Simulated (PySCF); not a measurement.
**UHF on Sn (tin, neutral)**

Configuration: [Kr] 4d10 5s1 5p2 5d1, one real determinant (an excited configuration). Calculation: PySCF 2.14, in aug-cc-pwCVTZ-DK3 with one added diffuse shell each of s, p, d, f type (11s10p8d5f1g, 125 functions); scalar relativity by spin-free X2C-1e.

```
Total energy                                                  : -6173.196960 hartree
One-electron energy                                           : -8480.5939 hartree
Hartree (Coulomb) energy                                      : 2471.3852 hartree
Exchange energy                                               : -163.9882 hartree
⟨S²⟩                                                          : 6.0034
⟨L²⟩                                                          : 7.978
Sum of ⟨r⟩                                                    : 40.65 bohr
Sum of ⟨r²⟩                                                   : 120.6 bohr²
Traceless quadrupole moment −½Σ⟨3z² − r²⟩ along its main axis : -10.5 e·bohr²
Langevin diamagnetic susceptibility                           : -95.6 ×10⁻⁶ cm³/mol
```

```json
{"shell": "1s α", "electrons": "1", "mean orbital energy (eV)": "-29347.8", "spread (eV)": "0", "rms radius, mean of both spins (bohr)": "0.0336"}
{"shell": "1s β", "electrons": "1", "mean orbital energy (eV)": "-29347.6", "spread (eV)": "0", "rms radius, mean of both spins (bohr)": "0.0336"}
{"shell": "2s α", "electrons": "1", "mean orbital energy (eV)": "-4528.2", "spread (eV)": "0", "rms radius, mean of both spins (bohr)": "0.136"}
{"shell": "2s β", "electrons": "1", "mean orbital energy (eV)": "-4528.0", "spread (eV)": "0", "rms radius, mean of both spins (bohr)": "0.136"}
{"shell": "2p α", "electrons": "3", "mean orbital energy (eV)": "-4061.2", "spread (eV)": "0.015", "rms radius, mean of both spins (bohr)": "0.121"}
{"shell": "2p β", "electrons": "3", "mean orbital energy (eV)": "-4061.1", "spread (eV)": "0.075", "rms radius, mean of both spins (bohr)": "0.121"}
{"shell": "3s α", "electrons": "1", "mean orbital energy (eV)": "-918.19", "spread (eV)": "0", "rms radius, mean of both spins (bohr)": "0.361"}
{"shell": "3s β", "electrons": "1", "mean orbital energy (eV)": "-917.91", "spread (eV)": "0", "rms radius, mean of both spins (bohr)": "0.361"}
{"shell": "3p α", "electrons": "3", "mean orbital energy (eV)": "-761.38", "spread (eV)": "0.027", "rms radius, mean of both spins (bohr)": "0.362"}
{"shell": "3p β", "electrons": "3", "mean orbital energy (eV)": "-761.17", "spread (eV)": "0.189", "rms radius, mean of both spins (bohr)": "0.362"}
{"shell": "3d α", "electrons": "5", "mean orbital energy (eV)": "-519.35", "spread (eV)": "0.142", "rms radius, mean of both spins (bohr)": "0.341"}
{"shell": "3d β", "electrons": "5", "mean orbital energy (eV)": "-519.30", "spread (eV)": "0.164", "rms radius, mean of both spins (bohr)": "0.341"}
{"shell": "4s α", "electrons": "1", "mean orbital energy (eV)": "-165.60", "spread (eV)": "0", "rms radius, mean of both spins (bohr)": "0.875"}
{"shell": "4s β", "electrons": "1", "mean orbital energy (eV)": "-164.95", "spread (eV)": "0", "rms radius, mean of both spins (bohr)": "0.875"}
{"shell": "4p α", "electrons": "3", "mean orbital energy (eV)": "-115.74", "spread (eV)": "0.034", "rms radius, mean of both spins (bohr)": "0.949"}
{"shell": "4p β", "electrons": "3", "mean orbital energy (eV)": "-115.35", "spread (eV)": "0.426", "rms radius, mean of both spins (bohr)": "0.949"}
{"shell": "4d α", "electrons": "5", "mean orbital energy (eV)": "-41.101", "spread (eV)": "0.360", "rms radius, mean of both spins (bohr)": "1.18"}
{"shell": "4d β", "electrons": "5", "mean orbital energy (eV)": "-40.656", "spread (eV)": "0.530", "rms radius, mean of both spins (bohr)": "1.18"}
{"shell": "5s α", "electrons": "1", "mean orbital energy (eV)": "-20.896", "spread (eV)": "0", "rms radius, mean of both spins (bohr)": "2.52"}
{"shell": "5p α", "electrons": "2", "mean orbital energy (eV)": "-11.651", "spread (eV)": "0", "rms radius, mean of both spins (bohr)": "3.06"}
{"shell": "5d α", "electrons": "1", "mean orbital energy (eV)": "-1.762", "spread (eV)": "0", "rms radius, mean of both spins (bohr)": "8.51"}
```

⟨L²⟩ = 7.98 against 12 for a pure F term, so this real determinant mixes terms. The outer electron is Rydberg-like, and this basis confines it to a smaller radius and binds it less than a complete one would.

Densities and radii are taken from the X2C orbitals without a picture-change correction, which distorts them close to the nucleus.

Spin-orbit constants ζ (cm⁻¹) from the X2C one-electron operator on these orbitals: bare nucleus, nucleus screened by l(l+1)(2l+1)/3 electrons, and screened by the Breit-Pauli mean field of the electrons.

| shell | bare | screened nucleus | mean field |
| --- | --- | --- | --- |
| 2p | 1237000 | 1187000 | n/a |
| 3p | 228700 | 219500 | n/a |
| 3d | 34320 | 27460 | n/a |
| 4p | 38580 | 37040 | n/a |
| 4d | 4004 | 3203 | n/a |
| 5p | 2849 | 2735 | n/a |
| 5d | 25.50 | 20.40 | n/a |

To first order the Landé constant is A = 231.3 cm⁻¹, so the lowest level has J = 1 and lies 0.229 eV below the centre of the term. This holds in LS coupling only.
